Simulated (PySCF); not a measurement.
**Nb: interval between two levels**

Nb [Kr] 4d4 5s1 [6D9/2, M_J = 9/2] → Nb [Kr] 4d3 5s1 5p1 [6G13/2, M_J = 13/2], as a difference of total energies. All numbers are calculated (PySCF 2.14, the two-component X2C-1e Hamiltonian, in x2c-TZVPall-2c (8s9p7d1f, 77 functions)). Correlated levels: [Ar] 3d10 frozen; the 6 highest virtual spinors dropped. "Screened" scales the spin-orbit matrix elements by Boettger's factors to mimic the two-electron term; Breit and QED terms are absent.

```json
{"method": "GHF (spin-free)", "interval between two levels (cm⁻¹)": "11800"}
{"method": "GMP2 (spin-free)", "interval between two levels (cm⁻¹)": "16007"}
{"method": "GHF (screened spin-orbit)", "interval between two levels (cm⁻¹)": "12494"}
{"method": "GMP2 (screened spin-orbit)", "interval between two levels (cm⁻¹)": "16734"}
```

The labels give the starting determinants; with spin-orbit coupling the two ends relaxed to ⟨J²⟩ = 24.76, ⟨L²⟩ = 6.03, ⟨S²⟩ = 8.75 and ⟨J²⟩ = 48.77, ⟨L²⟩ = 20.05, ⟨S²⟩ = 8.75.
